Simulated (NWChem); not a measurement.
System: CH5NOTe; SMILES CO[Te]N

```xyz
9

Te     0.3358    -0.4559    -0.0316
O      0.1372     1.4469     0.5786
C     -0.3601     2.3817    -0.3379
H     -1.4173     2.1944    -0.6098
H     -0.3122     3.3739     0.1419
H      0.2255     2.4265    -1.2760
N     -1.5370    -1.1676     0.0591
H     -2.1897    -0.7847    -0.6190
H     -1.9459    -1.1964     0.9893
```
Atoms are numbered in this order, from 1.

All runs: NWChem. Structure relaxed at the PBE0/def2-SVP (def2 core potentials past Kr) level.

**Question.** Estimate the computed values for PBE/STO-3G, non-relativistic. Quantities: highest occupied level (eV); orbital gap (eV); dipole (D).

**Answer.** highest occupied level (eV): -2.28
orbital gap (eV): 4.23
dipole (D): 2.18
